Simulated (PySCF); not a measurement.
Species: C5H9F3.
SMILES: `C(C)[C@H](C)C(F)(F)F`

Method used: TDDFT PBE0/def2-SVPD, vertical, gas phase, core orbitals frozen in the response (PySCF 2.14.0, density-fitted response routines). Isolated species at its PBE0-D3(BJ)/def2-SVP geometry (one conformer only). Torsions of this conformer, `[CH3:1][CH2:2][C@H:3]([CH3:4])[C:5]([F:6])([F:7])[F:8]`: C1–C2–C3–C4 -65°, C2–C3–C5–F6 -177°.

Q: What does the calculation give for the low-lying excited states?

A: 

| state | λ (nm) | E (eV) | f | \|μ\| (D) | main configurations (H = HOMO, L = LUMO) |
| --- | --- | --- | --- | --- | --- |
| S1 | 137.6 | 9.01 | 0.0029 | 0.29 | H→L (95%) |
| S2 | 135.7 | 9.14 | 0.0015 | 0.21 | H-1→L (97%) |
| S3 | 132.4 | 9.37 | 0.0030 | 0.29 | H-2→L (97%) |
| S4 | 126.4 | 9.81 | 0.014 | 0.61 | H→L+3 (42%), H→L+1 (21%), H→L+2 (20%) |
| S5 | 125.9 | 9.85 | 0.015 | 0.64 | H-1→L+1 (39%), H-1→L+3 (21%), H→L+3 (21%) |
| S6 | 125.5 | 9.88 | 0.0069 | 0.43 | H→L+2 (74%) |
| S7 | 124.9 | 9.93 | 0.032 | 0.92 | H→L+1 (54%), H→L+3 (18%), H-1→L+1 (13%) |
| S8 | 124.4 | 9.96 | 0.101 | 1.63 | H-1→L+3 (54%), H-1→L+2 (29%) |
| S9 | 123.7 | 10.02 | 0.067 | 1.33 | H-1→L+2 (55%), H-1→L+3 (19%), H-1→L+1 (18%) |
| S10 | 122.9 | 10.09 | 0.026 | 0.82 | H-3→L (32%), H-2→L+1 (31%), H-2→L+2 (9%) |

Triplets (Tamm–Dancoff): T1 8.77 eV, H→L (90%); T2 8.89 eV, H-1→L (92%); T3 9.15 eV, H-2→L (86%); T4 9.40 eV, H→L+3 (42%), H-1→L+3 (29%).

The lowest singlet lies at 9.01 eV (138 nm, vacuum ultraviolet) and is very weak; its leading configuration is HOMO→LUMO (95%). The most intense listed level is S8 at 9.96 eV (124 nm, f = 0.101), 0.95 eV above S1. Löwdin shares by element: HOMO carbon 41% or more, hydrogen 22% or more (atoms not listed hold the other 37%); LUMO carbon 39% or more, hydrogen 7% or more (atoms not listed hold the other 55%). Weighted by f, the mean energy of these states is 9.95 eV. The oscillator strengths of these states sum to 0.270; summed over the whole spectrum of an exact calculation they would give the number of electrons, 66 (Thomas–Reiche–Kuhn). Of the 10 states listed, 6 reach f = 0.01 and none stays under 0.0005. All these states lie below the vertical ionisation energy of 11.66 eV (ΔSCF). Only the lowest 10 singlets were computed, as vertical energies without vibronic structure.
